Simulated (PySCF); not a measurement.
A TDDFT job was run through a driver script with this input:

```
{"job": {"kind": "uv", "xc": "PBE0", "basis": "def2-SVPD", "nstates": 8, "ntriplets": 3}, "charge": 0, "multiplicity": 1}
Ge    -0.001543     2.173846    -0.952744
Ge     0.034868     0.160480     0.348826
Ge     1.992581    -1.177916    -0.007567
Ge    -2.011045    -1.085839     0.245247
H      1.224576     3.023106    -0.777836
H     -0.100674     1.938396    -2.432793
H     -1.156950     3.075995    -0.626749
H      0.137418     0.628146     1.799804
H      3.276554    -0.426038     0.195778
H      2.094604    -1.749983    -1.392411
H      2.081206    -2.364760     0.908158
H     -2.032959    -2.269770     1.168980
H     -3.223018    -0.277053     0.609441
H     -2.316298    -1.649082    -1.113278
```

Its output, with some lines taken out ([cut]) and without the SCF cycles:

```
converged SCF energy = -8311.9325606727

Static polarisability (au): isotropic 135.948, principal 108.628 149.588 149.627

Singlet excitations
state   eV       nm        f      main configurations
[cut]
  2   6.6179    187.3   0.16336   H-1->L 0.82
  3   6.7972    182.4   0.00001   H-1->L+1 0.48, H->L+2 0.48
  4   6.8941    179.8   0.00522   H->L+1 0.47, H-1->L+2 0.47
  5   7.0343    176.3   0.00024   H->L+3 0.94
[cut]
  7   7.2162    171.8   0.02612   H-2->L 0.89
  8   7.2192    171.7   0.50764   H-1->L+2 0.20, H->L+1 0.19, H->L+2 0.18

[cut]
```

The calculation used TDDFT PBE0/def2-SVPD, vertical, gas phase, core orbitals frozen in the response (PySCF). Geometry: GFN2-xTB; no solvent, vibrations or thermal averaging. The PBE0/def2-SVPD calculation is non-relativistic and has no spin–orbit coupling, an omission that weighs most on germanium.

Q: What stood in the cut lines?

A: 
```
  1   6.6149    187.4   0.16196   H->L 0.82
  6   7.0353    176.2   0.00019   H-1->L+3 0.94
Triplet excitations (Tamm-Dancoff, eV): 5.8718 5.8733 6.2255
```

Q: What is the gap between the lowest singlet and the lowest triplet?

A: 6.6149 − 5.8718 = 0.7431 eV (full response against Tamm–Dancoff).

Q: Which orbital energies lie behind H and L?

A: HOMO -8.14 eV and LUMO -0.55 eV, a gap of 7.59 eV; state 1 differs from that by -0.98 eV.

Q: How much of the mean polarisability do the listed states account for?

A: The sum over states Σ f/ΔE² (ΔE in hartree) gives 13.17 au, 10% of the total; the rest comes from higher roots of the same response equations.

Q: Which species is it?

A: `[GeH3][GeH]([GeH3])[GeH3]` (Ge4H10), point group C3v.

H and L stand for HOMO and LUMO.
